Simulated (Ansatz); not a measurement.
Consider the formal exchange of groups at the Sn–C bond: `OC(O)=[CH][SnH3]` + `[CH3][AlH][SiH3]` → `[SiH3][AlH][SnH3]` + `CC=C(O)O`.

Calculated with Ansatz (gas phase, PBE0-D4/def2-TZVP geometries, no zero-point term in ΔE). CCSD(T)/CBS is the MP2 limit (def2-TZVPP, def2-QZVPP) plus CCSD(T) − MP2 in def2-TZVPP, frozen cores. Functionals use def2-TZVPP. B3LYP here is the variant with VWN-RPA as its local correlation; programs differ in this. def2 core potentials past Kr. For Sn outer-core shells are correlated without core-valence functions, which leaves a few kJ/mol of doubt a bond. Each species was taken in one conformer, which may not be the lowest.

`OC(O)=[CH][SnH3]`:

```xyz
11

O    -1.790   -0.134    0.076
C    -0.740   -0.979    0.044
O    -1.170   -2.247    0.080
C     0.558   -0.660   -0.015
Sn    1.267    1.308   -0.070
H    -1.473    0.779    0.050
H    -2.133   -2.237    0.120
H     1.250   -1.491   -0.032
H    -0.140    2.307   -0.030
H     2.239    1.697    1.278
H     2.131    1.657   -1.500
```

`[CH3][AlH][SiH3]`:

Cartesian coordinates in Å:
```
C 0.996 -1.085 1.212
Al 0.730 -0.139 -0.476
Si -1.345 1.115 -0.898
H 1.911 -0.738 1.705
H 0.168 -0.970 1.915
H 1.136 -2.156 1.028
H 1.877 -0.197 -1.581
H -1.550 2.171 0.139
H -2.533 0.213 -0.817
H -1.391 1.787 -2.227
```

`[SiH3][AlH][SnH3]`:

Cartesian coordinates in Å:
```
Si -0.075 1.684 -1.480
Al 1.042 -0.073 -0.177
Sn -0.377 -1.582 1.495
H -1.155 1.084 -2.317
H 0.832 2.447 -2.383
H -0.729 2.659 -0.559
H 2.604 -0.340 -0.303
H 0.198 -1.470 3.105
H -2.037 -1.168 1.543
H -0.303 -3.242 1.076
```

`CC=C(O)O`:

```xyz
11

C     0.137    1.498   -0.222
C     0.713    0.149    0.052
C     0.012   -0.980    0.135
O     0.584   -2.177    0.348
O    -1.331   -1.112    0.013
H     0.161    2.151    0.658
H     0.691    2.010   -1.014
H    -0.904    1.462   -0.562
H     1.781    0.059    0.200
H    -0.120   -2.823    0.466
H    -1.724   -0.238   -0.074
```

```csv
level,ΔE (kcal/mol),difference from CCSD(T)/CBS
PBE-D4,-4.2,-2.2
r2SCAN-D4,-2.5,-0.5
PBE0-D4,-4.4,-2.4
B3LYP-D4,-3.1,-1.1
ωB97X-V,-2.1,-0.1
ωB97M-V,-1.3,0.7
B2PLYP,-2.3,-0.3
PBE,-4.6,-2.6
r2SCAN,-2.6,-0.6
PBE0,-4.7,-2.7
B3LYP,-3.8,-1.8
HF/def2-TZVPP,-4.1,-2.1
MP2/def2-TZVPP,-0.2,1.8
SCS-MP2/def2-TZVPP,-0.9,1.1
CCSD/def2-TZVPP,-2.4,-0.4
CCSD(T)/def2-TZVPP,-1.7,0.3
HF/def2-QZVPP,-3.8,-1.8
MP2/def2-QZVPP,-0.2,1.8
SCS-MP2/def2-QZVPP,-0.9,1.1
HF/CBS(def2),-3.8,-1.8
MP2/CBS(def2),-0.4,1.6
CCSD/CBS(def2),-2.7,-0.7
CCSD(T)/CBS,-2.0,0
```

Largest T1 diagnostic among the species: 0.014.

In def2-TZVPP, CCSD(T) changes the Hartree–Fock value by +2.4 kcal/mol (the triples alone add +0.7 kcal/mol) and MP2 by +3.9 kcal/mol.
